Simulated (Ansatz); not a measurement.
`C[Se][InH][Cl]` and `C[Se][InH2]` differ in one atom or group.

Ansatz, PBE0-D4/def2-TZVP geometries, multiplicity 1. Each molecule was computed in one conformer, which needn't be the lowest.

Elements past krypton have def2 core potentials. Scalar relativity is left out up to krypton.

```tsv
property	`C[Se][InH][Cl]`
LUMO energy (PBE/def2-TZVPP) / eV	-2.27
LUMO energy (PBE0/def2-TZVPP) / eV	-1.60
HOMO–LUMO gap (ωB97M-V/def2-TZVPP) / eV	9.01
HOMO energy (PBE0/def2-TZVPP) / eV	-6.99
HOMO–LUMO gap (PBE0/def2-TZVPP) / eV	5.39
size of the dipole moment (ωB97M-V/def2-TZVPP) / D	1.28
```

Problem. Give the same properties after the change, and the shifts. (Best estimate.)

Solution. Computed: 
```json
{"property": "LUMO energy (PBE/def2-TZVPP) / eV", "`C[Se][InH2]`": "-2.27", "shift": "0.00"}
{"property": "LUMO energy (PBE0/def2-TZVPP) / eV", "`C[Se][InH2]`": "-1.60", "shift": "0.00"}
{"property": "HOMO–LUMO gap (ωB97M-V/def2-TZVPP) / eV", "`C[Se][InH2]`": "8.56", "shift": "-0.45"}
{"property": "HOMO energy (PBE0/def2-TZVPP) / eV", "`C[Se][InH2]`": "-6.61", "shift": "0.38"}
{"property": "HOMO–LUMO gap (PBE0/def2-TZVPP) / eV", "`C[Se][InH2]`": "5.01", "shift": "-0.38"}
{"property": "size of the dipole moment (ωB97M-V/def2-TZVPP) / D", "`C[Se][InH2]`": "1.44", "shift": "0.16"}
```

Dipoles are sizes alone; their direction can turn.

Spin–orbit coupling is left out; it splits and shifts lone-pair levels of the heavy atoms by tenths of an eV.
